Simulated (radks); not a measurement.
Neutral lead inside a hard spherical wall (all orbitals vanish at R), configuration held at [Hg] 6p2 and not refilled when levels cross. Calculated with a radial shooting solver on a logarithmic mesh with Libxc functionals: scalar-relativistic Kohn-Sham, r2SCAN, spin-polarised, spherical densities, finite nucleus; open shells are filled with parallel spins first (spin-orbit coupling, left out, can overturn this in heavy ions); meta-GGA in the generalised Kohn-Sham scheme; Fermi nuclear charge, rms radius 5.5012 fm. Eigenvalues in eV for spin up, with the zero of energy where the potential of the charges vanishes at infinity; a dash marks a level that is unbound or too diffuse for the functional's potential to be trusted. A positive occupied level is held by the wall or, in an anion where self-interaction has pushed it up, behind a barrier. The pressure on the wall is -dE/dV.

| R (bohr) | E (hartree) | kinetic (hartree) | e(5p) | e(5d) | e(6s) | e(6p) | e(7s, empty) | e(6d, empty) | pressure (GPa) |
|---|---|---|---|---|---|---|---|---|---|
| free | -20878.5346 | 23582.961 | -87.904 | -21.724 | -12.935 | -4.184 | - | - | 0 |
| 20 | -20878.5346 | 23582.961 | -87.904 | -21.724 | -12.935 | -4.184 | - | - | < 0.0001 |
| 15 | -20878.5346 | 23582.961 | -87.903 | -21.724 | -12.935 | -4.184 | -0.069 | 1.301 | < 0.0001 |
| 10 | -20878.5340 | 23582.967 | -87.854 | -21.676 | -12.896 | -4.146 | 0.731 | 2.395 | 0.0146 |
| 8 | -20878.5295 | 23583.000 | -87.624 | -21.451 | -12.726 | -3.948 | 2.266 | 3.639 | 0.203 |
| 5 | -20878.3837 | 23583.760 | -84.962 | -18.928 | -10.708 | -0.849 | 16.006 | 11.948 | 17.4 |
| 4 | -20877.9786 | 23585.616 | -81.252 | -15.525 | -7.128 | 4.766 | 35.782 | 23.142 | 115 |
| 3.5 | -20877.3784 | 23588.224 | -77.451 | -12.051 | -2.662 | 11.404 | 56.451 | 34.811 | 341 |
| 2 | -20859.0227 | 23657.720 | -29.937 | 38.923 | 91.759 | 132.66 | 337.68 | 195.71 | 26900 |
| 1.5 | -20806.5184 | 23831.538 | 47.247 | 133.17 | 298.36 | 368.86 | 794.32 | 460.83 | 217000 |
